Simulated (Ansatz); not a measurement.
`[SiH3]B[CH2][GaH2]` + H₂ → `B[CH2][GaH2]` + SiH₄ at 400 K and 1 bar (hydrogenolysis of a B–Si bond).

Gas-phase electronic energies from Ansatz, PBE0-D4/def2-TZVP geometries. CCSD(T)/CBS adds triple-zeta CCSD(T) − MP2 to the extrapolated MP2 energy (def2 sets, frozen cores). This one scheme is used for every species. For Ga outer-core shells are correlated without core-valence functions, which leaves a few kJ/mol of doubt a bond. Scalar relativity is left out up to krypton. One conformer a species, not always the lowest.

```
             species  CCSD(T)/CBS energy (Eh)  H − E (kJ/mol)  S (J/(mol·K))
`[SiH3]B[CH2][GaH2]`              -2280.64334           239.5          417.8
                  H₂                 -1.17544            38.0          139.0
      `B[CH2][GaH2]`              -1990.36717           185.9          353.7
                SiH₄               -291.46306            96.9          218.6
```

H − E and S are ideal-gas, rigid-rotor, harmonic terms from PBE0-D4/def2-TZVP, for one conformer and one mirror image of each species. For small species the MP2-based limit differs from directly extrapolated CCSD(T) by up to some mEh (0.8 for H₂); such offsets cancel only in part. 1 Eh = 2625.50 kJ/mol, R = 8.31446 J/(mol·K).

By hand: ΔE, ΔH, ΔS and ΔG.

ΔE = (-1990.36717) + (-291.46306) − (-2280.64334) − (-1.17544) = -0.01145 Eh = -30.1 kJ/mol. Δ(H − E) = 185.9 + 96.9 − 239.5 − 38.0 = 5.3, so ΔH = -24.8 kJ/mol. ΔS = 353.7 + 218.6 − 417.8 − 139.0 = 15.5 J/(mol·K). ΔG = -24.8 − 400 × (15.5)/1000 = -31.0 kJ/mol.

By hand: the equilibrium constant, and the temperature at which ΔG would vanish if ΔH and ΔS stayed fixed.

log₁₀ K = −ΔG/(RT ln 10) = 4.0. ΔH and −TΔS have one sign here, so there is no such temperature.

ΔH outweighs TΔS. A doubt of 5 kJ/mol in ΔE shifts log₁₀ K by 0.7 here. Other conformers and mirror images would add mixing entropy, several J/(mol·K) or more a flexible species. Modes under 60 cm⁻¹, often nearly free rotors, make the harmonic entropy too high. These are equilibria of isolated gas molecules and say nothing of rates. Largest T1 diagnostic: 0.013 (customary marks: 0.02 for closed shells, 0.045 for open ones).
